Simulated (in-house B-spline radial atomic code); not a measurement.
**How G0W0 and RPA depend on the start: Ca⁸⁺**

Configuration [Ne] 3s2. Computed with an all-electron radial atomic-structure program (B-spline basis): all electrons, non-relativistic, point nucleus, each spin shell either full or empty, empty states to l = 9 with an (l + 1/2)⁻⁴ tail; G0W0 by contour deformation at full frequency.

```csv
start,mean-field 3s (eV),G0W0 (eV),QP weight,RPA correlation (Eh)
Hartree-Fock,-185.63,-188.01,0.979,-0.71232
LDA VWN5,-178.02,-188.62,0.962,-0.80021
PBE,-177.92,-188.55,0.962,-0.79849
PBE0,-180.14,?,?,?
r2SCAN,-178.20,-188.51,0.964,-0.78568
HSE06,-179.80,-188.42,0.967,-0.77481
B3LYP (VWN-RPA),-179.92,-188.43,0.967,-0.77731
SCAN,-178.27,-188.50,0.964,-0.78569
TPSS,-178.03,-188.53,0.963,-0.79394
BHandHLYP,-182.35,-188.25,0.972,-0.74964
CAM-B3LYP,-181.89,-188.33,0.970,-0.76449
LC-wPBE,-183.42,-188.28,0.973,-0.76217
wB97X,-182.95,-188.24,0.973,-0.75901
PBEsol,-177.77,-188.57,0.962,-0.79882
BLYP,-177.99,-188.55,0.962,-0.79902
r2SCAN0,-180.33,?,?,?
LDA exchange-only,-176.23,-188.59,0.963,-0.79982
```

Question: What G0W0 level, weight and RPA correlation energy follow from the PBE0 start?

Answer: G0W0 level -188.39 eV, weight 0.968, RPA correlation -0.77183 hartree.

Question: What G0W0 level, weight and RPA correlation energy follow from the r2SCAN0 start?

Answer: G0W0 level -188.37 eV, weight 0.969, RPA correlation -0.76367 hartree.

Question: How much of the dependence on the start does G0W0 remove?

Answer: The mean-field levels span 9.4 eV and the G0W0 levels 0.61 eV. Against 188.54 ± 0.06 eV (NIST, semi-empirical) the G0W0 removal energies are off by -0.53 to +0.08 eV, with relativity, Breit and QED terms left out.
